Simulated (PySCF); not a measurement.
Al(I)(Me)(OMe) (C₂H₆AlIO), SMILES C[O][Al]([CH3])[I].

Geometry optimised at B3LYP-D3(BJ)/def2-SVP. The structure was generated by enumeration; whether it is a known compound was not checked. The def2 effective core potentials stand for the cores of I; spin–orbit coupling is left out. The values are those of a single conformer.

Calculation: PBE/def2-TZVP in PySCF.

Symmetry labels are those of the subgroup Cs that the program uses (full group Cs).

Task: List the valence orbital energies around the gap with their symmetry. (An estimate is asked for; the answer gives what the named calculation found.)

Result: 
| orbital | symmetry | energy (eV) |
|---|---|---|
| HOMO−7 | A' | -9.88 |
| HOMO−6 | A" | -9.85 |
| HOMO−5 | A' | -8.85 |
| HOMO−4 | A' | -7.45 |
| HOMO−3 | A" | -6.92 |
| HOMO−2 | A' | -6.78 |
| HOMO−1 | A" | -6.52 |
| HOMO | A' | -6.44 |
| LUMO | A" | -1.32 |
| LUMO+1 | A' | -1.29 |
| LUMO+2 | A' | 0.53 |
| LUMO+3 | A' | 0.64 |
